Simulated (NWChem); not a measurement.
System: C4H4ClF; SMILES CC(Cl)=C=CF

Input file for NWChem:

```
start job
memory heap 200 mb stack 900 mb global 1100 mb
geometry units angstroms noautosym nocenter noautoz
  C     -1.744234     1.190708     0.153415
  C     -0.387199     0.578883    -0.031664
  Cl     0.937334     1.751620     0.059954
  C     -0.116751    -0.694182    -0.245989
  C      0.131815    -1.960270    -0.514553
  F      0.351497    -2.896648     0.432063
  H     -2.532872     0.417396     0.097521
  H     -1.802311     1.701046     1.136741
  H     -1.927531     1.958397    -0.626427
  H      0.183254    -2.379788    -1.535686
end
basis spherical
  * library 6-31g*
end
dft
  xc hfexch
  iterations 150
  mulliken
end
task dft energy
esp
  recalculate
  probe 0.07
  range 0.3
  factor 1.0
  spacing 0.02
end
task esp
```

Output (shortened):

```
             Northwest Computational Chemistry Package (NWChem) 7.3.0
             --------------------------------------------------------

                             Geometry "geometry" -> ""
                             -------------------------

 Output coordinates in angstroms (scale by  1.889725989 to convert to a.u.)

  No.       Tag          Charge          X              Y              Z
 ---- ---------------- ---------- -------------- -------------- --------------
    1 C                    6.0000    -1.74423400     1.19070800     0.15341500
    2 C                    6.0000    -0.38719900     0.57888300    -0.03166400
    3 Cl                  17.0000     0.93733400     1.75162000     0.05995400
    4 C                    6.0000    -0.11675100    -0.69418200    -0.24598900
    5 C                    6.0000     0.13181500    -1.96027000    -0.51455300
    6 F                    9.0000     0.35149700    -2.89664800     0.43206300
    7 H                    1.0000    -2.53287200     0.41739600     0.09752100
    8 H                    1.0000    -1.80231100     1.70104600     1.13674100
    9 H                    1.0000    -1.92753100     1.95839700    -0.62642700
   10 H                    1.0000     0.18325400    -2.37978800    -1.53568600

 Effective nuclear repulsion energy (a.u.)     252.0157462303

  xc_inp: hfexch multiplicative factor not found.

                                 NWChem DFT Module
                                 -----------------

 Summary of "ao basis" -> "ao basis" (spherical)
 ------------------------------------------------------------------------------
       Tag                 Description            Shells   Functions and Types
 ---------------- ------------------------------  ------  ---------------------
 C                           6-31g*                  6       14   3s2p1d
 Cl                          6-31g*                  8       18   4s3p1d
 F                           6-31g*                  6       14   3s2p1d
 H                           6-31g*                  2        2   2s

            General Information
            -------------------
          SCF calculation type: DFT
          Wavefunction type:  closed shell.
          No. of atoms     :    10
          No. of electrons :    54
           Alpha electrons :    27
            Beta electrons :    27
          Charge           :     0
          Spin multiplicity:     1
          Use of symmetry is: off; symmetry adaption is: off
          Maximum number of iterations: 150
          AO basis - number of functions:    96
                     number of shells:    46
          Convergence on energy requested:  1.00D-06
          Convergence on density requested:  1.00D-05
          Convergence on gradient requested:  5.00D-04

              XC Information
              --------------
                     Hartree-Fock (Exact) Exchange  1.000

      Superposition of Atomic Density Guess
      -------------------------------------

 Sum of atomic energies:        -711.45686149

      Non-variational initial energy
      ------------------------------

 Total energy =    -714.144991
 1-e energy   =   -1479.607493
 2-e energy   =     513.446755
 HOMO         =      -0.267247
 LUMO         =       0.023010

     ---------------------------------------------
      Total Density - Mulliken Population Analysis
     ---------------------------------------------

    Atom       Charge   Shell Charges
 -----------   ------   -------------------------------------------------------
    1 C    6     6.64   2.00  0.72  2.01  0.68  1.21  0.03
    2 C    6     5.85   2.00  0.69  1.59  0.53  1.00  0.05
    3 Cl  17    17.17   2.00  2.00  5.98  1.39  3.63  0.53  1.63  0.02
    4 C    6     6.13   2.00  0.75  2.00  0.50  0.86  0.02
    5 C    6     5.65   2.00  0.68  1.59  0.54  0.78  0.07
    6 F    9     9.45   2.00  0.95  3.39  1.00  2.10  0.01
    7 H    1     0.76   0.46  0.31
    8 H    1     0.76   0.46  0.31
    9 H    1     0.76   0.46  0.31
   10 H    1     0.81   0.46  0.35

   convergence    iter        energy       DeltaE   RMS-Dens  Diis-err
 ---------------- ----- ----------------- --------- --------- ---------
 d= 0,ls=0.0,diis     1   -712.5354415572 -9.65D+02  9.32D-03  5.86D-01
 d= 0,ls=0.0,diis     2   -712.6127447512 -7.73D-02  4.31D-03  1.50D-01
 d= 0,ls=0.0,diis     3   -712.6289400031 -1.62D-02  1.35D-03  7.90D-03
 d= 0,ls=0.0,diis     4   -712.6307953353 -1.86D-03  4.38D-04  8.32D-04
 d= 0,ls=0.0,diis     5   -712.6309629940 -1.68D-04  1.79D-04  1.02D-04
  Resetting Diis
 d= 0,ls=0.0,diis     6   -712.6309949110 -3.19D-05  8.54D-05  1.84D-05
 d= 0,ls=0.0,diis     7   -712.6310006996 -5.79D-06  1.91D-05  2.12D-06
 d= 0,ls=0.0,diis     8   -712.6310012116 -5.12D-07  8.36D-06  5.86D-07

         Total DFT energy =     -712.631001211586
      One electron energy =    -1481.893792391352
           Coulomb energy =      576.964607715170
    Exchange-Corr. energy =      -59.717562765734
 Nuclear repulsion energy =      252.015746230330

 Numeric. integr. density =        0.000000000000

                       DFT Final Molecular Orbital Analysis
                       ------------------------------------

 Vector   25  Occ=2.000000D+00  E=-4.581979D-01
              MO Center=  6.9D-01,  1.6D+00,  5.5D-02, r^2= 1.9D+00
   Bfn.  Coefficient  Atom+Function         Bfn.  Coefficient  Atom+Function
  ----- ------------  ---------------      ----- ------------  ---------------
    35      0.527311   3 Cl px               36     -0.443534   3 Cl py
    39      0.285925   3 Cl px               40     -0.255647   3 Cl py
    31     -0.202987   3 Cl px               32      0.170380   3 Cl py
     3      0.154361   1 C  px               52     -0.126892   4 C  s
    17     -0.113526   2 C  px               54     -0.110228   4 C  py

 Vector   26  Occ=2.000000D+00  E=-3.847726D-01
              MO Center=  3.9D-02, -1.1D+00, -2.8D-01, r^2= 2.5D+00
   Bfn.  Coefficient  Atom+Function         Bfn.  Coefficient  Atom+Function
  ----- ------------  ---------------      ----- ------------  ---------------
    63      0.366950   5 C  px               49      0.364829   4 C  px
    53      0.308011   4 C  px               67      0.237843   5 C  px
    36      0.206413   3 Cl py               77     -0.206320   6 F  px
    81     -0.186310   6 F  px               21     -0.113475   2 C  px
    54      0.099106   4 C  py               40      0.096449   3 Cl py

 Vector   27  Occ=2.000000D+00  E=-3.761373D-01
              MO Center= -1.6D-02,  2.8D-01, -1.1D-01, r^2= 2.9D+00
   Bfn.  Coefficient  Atom+Function         Bfn.  Coefficient  Atom+Function
  ----- ------------  ---------------      ----- ------------  ---------------
    37      0.366115   3 Cl pz               51     -0.357429   4 C  pz
    19     -0.316399   2 C  pz               55     -0.282891   4 C  pz
    41      0.243171   3 Cl pz               23     -0.238429   2 C  pz
    33     -0.139346   3 Cl pz               94     -0.095300   9 H  s
    92      0.093083   8 H  s                 5      0.081051   1 C  pz

 Vector   28  Occ=0.000000D+00  E= 1.302573D-01
              MO Center= -2.1D-01, -3.0D-01, -1.6D-01, r^2= 3.4D+00
   Bfn.  Coefficient  Atom+Function         Bfn.  Coefficient  Atom+Function
  ----- ------------  ---------------      ----- ------------  ---------------
    23      0.596843   2 C  pz               55     -0.430032   4 C  pz
    19      0.376242   2 C  pz               96     -0.355350  10 H  s
    51     -0.325058   4 C  pz               54      0.317567   4 C  py
    92     -0.283607   8 H  s                66      0.259555   5 C  s
    68      0.255210   5 C  py               80      0.239527   6 F  s

[...]

                     NWChem Electrostatic Potential Fit Module
                     -----------------------------------------

 Atom parameters

 Number of atoms is                                   10
 Number of basis functions is                         96

 Grid parameters

 Maximum number of grid points is                  42309
 Number of grid points is                          42308
 Grid range                                     0.300000 nm
 Grid spacing                                   0.020000 nm
 Probe radius                                   0.070000 nm
 Atom radius factor                             1.000000

 Atomic radii

    1    0.100000
    6    0.147000
    9    0.128000
   17    0.169000
 FASTESP  F
  using M.O. file = ./job.movecs

    Atom              Coordinates                           Charge

                                                  ESP

    1 C    -0.174423    0.119071    0.015342   -0.117988
    2 C    -0.038720    0.057888   -0.003166    0.235520
    3 Cl    0.093733    0.175162    0.005995   -0.169999
    4 C    -0.011675   -0.069418   -0.024599   -0.232621
    5 C     0.013182   -0.196027   -0.051455    0.192172
    6 F     0.035150   -0.289665    0.043206   -0.193369
    7 H    -0.253287    0.041740    0.009752    0.057271
    8 H    -0.180231    0.170105    0.113674    0.070662
    9 H    -0.192753    0.195840   -0.062643    0.053341
   10 H     0.018325   -0.237979   -0.153569    0.105011
                                            ------------
                                                0.000000

 Dipole moment                                  0.940534

 Quadrupole moment Qxx                          1.320562
                   Qyy                         -5.261965
                   Qzz                          3.941403

 RMS deviation kJ/mol                           0.069674

 RRMS %                                        37.484658
```

Level: Hartree-Fock/6-31G* (spherical d). Geometry: optimised at PBE-D3(BJ)/def2-SVP.
